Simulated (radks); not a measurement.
Values are calculated unless marked as measured or tabulated.
Spherical quantum dot in the effective-mass picture: electrons in a well V = -V0 / (1 + exp((r - R)/a)) with V0 = 5.54, R = 9.59, a = 1, with a point charge +2 (a donor) at the centre, all in effective atomic units (hartree* = m*/eps^2 hartree, bohr* = eps/m* bohr), one dielectric constant everywhere. Level of theory: non-relativistic Kohn-Sham, PBEsol, spin-polarised, spherical densities (a radial shooting solver with Libxc functionals). Levels are named by radial order and angular momentum (1s, 1p, 1d, 2s, ...), and open shells are averaged over m.

N = 10, configuration 1s2 1p6 2s2. This is the lowest configuration that the search found. Occupied and some empty levels:

level,occupation,eigenvalue (hartree*),<r> (bohr*)
1s,2,-4.4779,0.9997
2s,2,-4.1361,5.147
1p,6,-4.1002,5.253
1d,0,-4.0183,5.566
1f,0,-3.9129,5.816
1g,0,-3.7867,6.033
2p,0,-3.7788,4.450

Energy (hartree*): total -51.9810, kinetic 3.8070, external -64.307, Hartree 10.841, exchange-correlation -2.3218.

Electron density:

r (bohr*),n(r) (e/bohr*^3)
0.194,1.678
0.923,0.1258
1.65,0.01463
2.38,0.004706
3.11,0.005190
3.84,0.006864
4.57,0.007898
5.30,0.007301
6.03,0.005023
6.76,0.002307
7.49,0.0006429
8.22,0.0001021
8.95,8.513e-06
9.68,3.678e-07
